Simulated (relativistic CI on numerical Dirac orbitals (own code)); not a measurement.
**Spin-allowed bands of a d3 ion in an octahedral site, by hand**

Problem. Take Δ = 25700 cm⁻¹ and B = 640 cm⁻¹ for a d3 ion in an octahedral site. Calculate the three spin-allowed bands.

Working.
1. The terms of highest spin are 4F (energy 0) and 4P (15B = 9600 cm⁻¹). Here the F term splits into A2 at −1.2Δ = -30840, T2 at −0.2Δ = -5140 and T1 at +0.6Δ = 15420 cm⁻¹.
2. The two T1 states mix through the element 0.4Δ: H = [[15420, 10280], [10280, 9600]], with roots ½(H₁₁ + H₂₂) ∓ ½√[(H₂₂ − H₁₁)² + 4H₁₂²] = ½(25020) ∓ ½(21368) = 1826 and 23194 cm⁻¹.
3. The ground term is 4A2 at -30840 cm⁻¹.
4. Bands: 4T2 25700 cm⁻¹ (389 nm), 4T1(F) 32666 cm⁻¹ (306 nm), 4T1(P) 54034 cm⁻¹ (185 nm).

Check. Exact diagonalisation of the whole d3 shell with these parameters gives 4T2 25700, 4T1 32666, 4T1 54034 cm⁻¹. The match is exact, since without spin-orbit coupling no other term has this spin. The ratio of the second band to the first, 1.271, depends on Δ/B = 40.2 alone, which is how a Tanabe-Sugano diagram is read.
